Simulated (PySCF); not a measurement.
Simulated Cl 2p region for BCl2Br, `ClB(Cl)Br`, binding energy against the vacuum level.

Every computed line was given a Gaussian of 0.5 eV full width at half maximum and an area set by the number of equivalent atoms (split 2:1 within a doublet); the highest printed point is 100. Method: delta-SCF UKS SCAN, pcX-2 on the ionised atom, pcseg-1 elsewhere, spin-free X2C (PySCF 2.14.0).

(binding energy (eV), intensity): (206.3, 0), (206.4, 2), (206.5, 7), (206.6, 18), (206.7, 38), (206.8, 65), (206.9, 90), (207.0, 100), (207.1, 89), (207.2, 63), (207.3, 36), (207.4, 16), (207.5, 6), (207.6, 2), (207.7, 0), (207.8, 0), (207.9, 0), (208.0, 0), (208.1, 2), (208.2, 5), (208.3, 13), (208.4, 25), (208.5, 39), (208.6, 49), (208.7, 49), (208.8, 39), (208.9, 25), (209.0, 13), (209.1, 5), (209.2, 2), (209.3, 0), (209.4, 0)

Question: How many maxima does the curve show, and how many computed lines lie under it?

Answer: The curve has 2 maxima (at 207.0 and 208.6 eV). Under it lie 2 lines from 1 inequivalent chlorine site, drawn as a 2p3/2, 2p1/2 pair.

Question: Decompose the envelope and assign each component. Bonds: B1–Cl2, B1–Cl3, B1–Br4.

Answer: 
```tsv
position (eV)	relative area	line	atoms	environment
207.00	1.33	Cl 2p3/2	Cl2/Cl3	chlorine bonded to B
208.65	0.67	Cl 2p1/2	Cl2/Cl3	chlorine bonded to B
```

The curve has no shake-up lines and no vibrational structure. Atoms equivalent by their bonding share one computed value, that of the first of them. Spin–orbit and ligand-field terms were added within each 2p shell after the spin-free SCF. 2p1/2 minus 2p3/2 (ligand field included): Cl 1.65 eV. Isolated species at its PBE0-D3(BJ)/def2-SVP geometry, gas phase.

The run took 5.3 s of wall time on one thread of an Arm Neoverse V2 (shared host).
